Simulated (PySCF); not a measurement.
## W²⁺ (tungsten, charge +2) across methods

[Xe] 4f14 5d3 6p1, one real determinant (an excited configuration). All numbers are calculated (PySCF 2.14, scalar relativity through the core potential, in aug-cc-pVTZ-PP with one added diffuse shell each of s, p, d, f, g type with ECP60MDF (7s7p6d4f3g, 113 functions)).

```json
{"method": "UHF", "E (hartree)": "-65.62847", "mean ε 5p β (eV)": "-69.846", "mean ε 5d α (eV)": "-29.982", "mean ε 6p α (eV)": "-17.098", "Σ⟨r²⟩ (bohr²)": "37.93", "⟨S²⟩": "6.004"}
{"method": "r2SCANh", "E (hartree)": "-66.1432", "mean ε 5p β (eV)": "-63.448", "mean ε 5d α (eV)": "-25.396", "mean ε 6p α (eV)": "-15.517", "Σ⟨r²⟩ (bohr²)": "37.09", "⟨S²⟩": "6.002"}
{"method": "BP86", "E (hartree)": "-66.2104", "mean ε 5p β (eV)": "-62.019", "mean ε 5d α (eV)": "-24.423", "mean ε 6p α (eV)": "-15.343", "Σ⟨r²⟩ (bohr²)": "37.03", "⟨S²⟩": "6.001"}
{"method": "r2SCAN", "E (hartree)": "-66.1602", "mean ε 5p β (eV)": "-62.640", "mean ε 5d α (eV)": "-24.813", "mean ε 6p α (eV)": "-15.296", "Σ⟨r²⟩ (bohr²)": "37.06", "⟨S²⟩": "6.002"}
{"method": "PBE0", "E (hartree)": "-66.1187", "mean ε 5p β (eV)": "-64.149", "mean ε 5d α (eV)": "-25.943", "mean ε 6p α (eV)": "-15.812", "Σ⟨r²⟩ (bohr²)": "37.19", "⟨S²⟩": "6.001"}
{"method": "wB97M-V", "E (hartree)": "-66.0484", "mean ε 5p β (eV)": "-66.914", "mean ε 5d α (eV)": "-28.181", "mean ε 6p α (eV)": "-17.504", "Σ⟨r²⟩ (bohr²)": "37.30", "⟨S²⟩": "6.001"}
{"method": "LDA", "E (hartree)": "-65.9435", "mean ε 5p β (eV)": "-61.767", "mean ε 5d α (eV)": "-24.307", "mean ε 6p α (eV)": "-15.305", "Σ⟨r²⟩ (bohr²)": "37.22", "⟨S²⟩": "6.000"}
```

Problem. Estimate the same row for PBE.

Solution. E (hartree) = -66.1467; mean ε 5p β (eV) = -61.833; mean ε 5d α (eV) = -24.371; mean ε 6p α (eV) = -15.234; Σ⟨r²⟩ (bohr²) = 37.12; ⟨S²⟩ = 6.001.

⟨L²⟩ = 14.05 against 20 for a pure G term, so this real determinant mixes terms. Energies and moments cover only the electrons outside the core potential. Spin-orbit coupling, absent here, splits the open shell strongly.
